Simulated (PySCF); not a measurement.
AlHF2, SMILES [F][AlH][F]. Geometry optimised at B3LYP-D3(BJ)/def2-TZVP.

Method: B3LYP-D3(BJ)/def2-TZVP run with PySCF 2.14.0.

Harmonic wavenumbers (cm⁻¹): 261, 493, 658, 774, 922, 2043. Rotational constants (GHz): 32.59, 6.701, 5.558; symmetry number 2.

Question: Work out the zero-point energy and the ideal-gas rigid-rotor harmonic-oscillator thermochemistry at 298.15 K and 1 atm.

Answer: ZPE = ½ Σ hcν = ½ × 5150 cm⁻¹ = 7.36 kcal/mol. H − E(el) = 10.34 kcal/mol. Entropy in cal/(mol K): translation 38.48, rotation 21.72, vibration 3.05, total 63.25. G − E(el) = -8.52 kcal/mol. Cp = 13.05 cal/(mol K).
